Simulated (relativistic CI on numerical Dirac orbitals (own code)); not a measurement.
What each ingredient does to the levels of Zr6+

Base calculation: Dirac-Coulomb-Breit CI, orbitals from a KLI potential per configuration, QED by a radiative potential, unscaled Slater integrals.

CI space (outside the closed core [Ar] 3d10): 4s2.4p4, 4s.4p5, 4s2.4p3.4d, 4p6, 4s.4p4.4d, 4s2.4p3.4f, 4s2.4p3.5s, 4s.4p4.4f, 4s2.4p3.5p, 4p5.4d, 4s2.4p3.5d, 4s.4p3.4d2, 4s2.4p3.6s, 4s.4p4.5s, 4s2.4p2.4d.4f, 4s2.4p3.6p, 4s2.4p3.5f, 4s2.4p3.5g, 4s2.4p3.6d, 4s.4p4.5p, 4s2.4p3.7s, 4s2.4p3.7p, 4s2.4p3.6f, 4s.4p3.5s2, 4p5.4f, 4s.4p4.5d, 4s2.4p2.4d.5p, 4s.4p4.6s, 4s2.4p2.4d2, 4s2.4p.4d3, 4s.4p2.4d3, 4s2.4p.4d2.4f, 4s2.4p.4d2.5s, 4s.4p2.4d2.4f, 4p4.4d2, 4p3.4d3, 4p3.4d2.4f, 4p3.4d2.5s, 4s2.4p2.4d.5s, 4s.4p2.4d2.5s, 4s2.4p.4d.4f.5s, 4s2.4p.4d.5s2, 4s.4p2.4d.4f.5s, 4s.4p3.5s.5p, 4s.4p2.4d.5s.5p, 4p3.4d.5s.5p, 4s.4p2.4f.5s.5p, 4s.4p2.5s2.5p, 4p3.4f.5s.5p, 4p4.4d.5s, 4p3.4d.4f.5s, 4p3.4d.5s2. Double excitations out of closed p, d and f shells are left out; levels of such configurations are missing from the list, as are those of other unlisted configurations, and high levels can miss mixing partners. These lack a partner that the ground configuration has and come out too high: 4s2.4p3.5p, 4s2.4p3.5d, 4s2.4p3.6s, 4s2.4p3.6p, 4s2.4p3.5f.

The lowest level and the first level of each name with at least 55 % of one term (blank where a level has no safe partner in the second run):

```
           Level  Base (cm⁻¹)  Shift (cm⁻¹)
    4s2.4p4 3P_2          0.0           0.0
    4s2.4p4 3P_0      12835.1          -6.1
    4s2.4p4 3P_1      13151.4         -15.5
    4s2.4p4 1D_2      28049.9          -4.5
    4s2.4p4 1S_0      59824.0         +14.9
    4s.4p5 3P°_2     189970.1         +91.9
    4s.4p5 3P°_1     199034.7         +92.2
    4s.4p5 3P°_0     205368.3         +92.2
    4s.4p5 1P°_1     244193.6        +130.0
4s2.4p3.4d 5D°_0     258325.6        +245.7
4s2.4p3.4d 5D°_1     258612.5        +245.8
4s2.4p3.4d 5D°_2     258688.4        +246.1
4s2.4p3.4d 5D°_3     258827.1        +247.0
4s2.4p3.4d 5D°_4     259871.7        +249.0
```

At this charge configurations can still be misplaced by up to about 7 % of their energy. 51 of the 69 excited levels that our extract of the measured tables holds in this range could be paired (the sources list more); they are missed by 4953 cm⁻¹ on average and 16209 at most, and levels without a partner can miss by more.

(1) One thing was changed in a second run, which moved the levels as shown. Which?
A. configuration mixing switched off
B. Breit term removed
C. QED terms removed
D. one mean potential for all configurations

## Answers

(1) D. One mean potential for all configurations. One potential for all configurations removes the relaxation of the orbitals, which moves whole configurations and changes the integrals a little.

LS names give the leading component of a level, which can be under half, so a name can repeat, a term be missing and a line seem to break the LS rules.
